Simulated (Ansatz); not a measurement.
Consider the ligand exchange at the Si–F bond: `F[SiH](F)F` + `N[SiH](O)O` → `O[SiH](O)N[SiH](F)F` + H–F.

Program: Ansatz. Geometries: PBE0-D4/def2-TZVP. ΔE: electronic, gas phase. CBS: MP2 limit from def2 TZ/QZ plus the TZ coupled-cluster correction, frozen cores. This one scheme is used for every species. Each species was taken in one conformer, which may not be the lowest.

```
              species  HF/CBS(def2) energy (Eh)
         `F[SiH](F)F`                -588.22817
         `N[SiH](O)O`                -496.29883
`O[SiH](O)N[SiH](F)F`                -984.42217
                  H–F                -100.07071
```

Question: Work out ΔE.

Answer: ΔE = (-984.42217) + (-100.07071) − (-588.22817) − (-496.29883) = 0.03412 Eh = +89.6 kJ/mol. CCSD(T)/CBS gives +71.1 kJ/mol.

Largest T1 diagnostic among the species: 0.012.

In def2-TZVPP, CCSD(T) changes the Hartree–Fock value by −15.0 kJ/mol (the triples alone add −2.1 kJ/mol) and MP2 by −15.7 kJ/mol. The D4 term adds −12.8 kJ/mol with B3LYP and −7.2 kJ/mol with PBE0; it sums over pairs of atoms, weighted by their polarisabilities, and B3LYP, whose exchange is more repulsive, gets the larger term.

B3LYP here is the variant with VWN-RPA as its local correlation; programs differ in this.
